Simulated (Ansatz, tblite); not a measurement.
Forces on Cu8Te at its r2SCAN-D4/def2-SVP geometry. The state is a singlet with charge 0.

In the def2 sets Te takes a core potential; there is no spin–orbit coupling. The xTB rows come from tblite. Another isomer (singlet) lies 0.18 eV lower at PBE0-D4/def2-SVP; other spin states weren't run for this one.

GFN1-xTB (tblite), largest force 1.26 eV/Å:

```xyz
9
positions Å, forces eV/Å
Cu   -2.040    1.093   -0.478   -0.471    0.699   -0.419
Cu    2.205   -0.129    1.052    0.735    0.226    0.216
Cu    1.488   -0.135   -1.267    0.433    0.338   -0.862
Cu    0.556   -1.639    0.378    0.090   -1.045    0.183
Cu   -0.822   -0.779   -1.324   -0.332   -0.259   -0.927
Cu    0.140    0.894    0.399    0.144    1.255   -0.019
Cu    0.275   -0.208    2.435   -0.032   -0.154    0.699
Cu   -1.560   -0.761    0.991   -0.568   -0.317    0.372
Te   -0.243    1.663   -2.186    0.002   -0.745    0.756
```

GFN2-xTB (tblite), largest force 2.30 eV/Å:

```
Cu -0.401 0.152 0.127
Cu 0.471 0.102 0.323
Cu 0.516 -0.460 -0.270
Cu 0.365 -1.655 -1.096
Cu -0.432 -1.015 -0.693
Cu 0.206 2.126 0.863
Cu -0.085 0.553 0.779
Cu -0.687 -0.326 0.395
Te 0.048 0.523 -0.428
```

PBE-D4/def2-SVP (Ansatz), largest force 0.51 eV/Å:

```
Cu -0.314 0.203 -0.022
Cu 0.409 0.061 0.111
Cu 0.277 0.007 -0.287
Cu 0.088 -0.504 0.032
Cu -0.172 -0.243 -0.353
Cu 0.049 0.459 0.087
Cu -0.021 0.006 0.429
Cu -0.350 -0.166 0.200
Te 0.034 0.177 -0.196
```
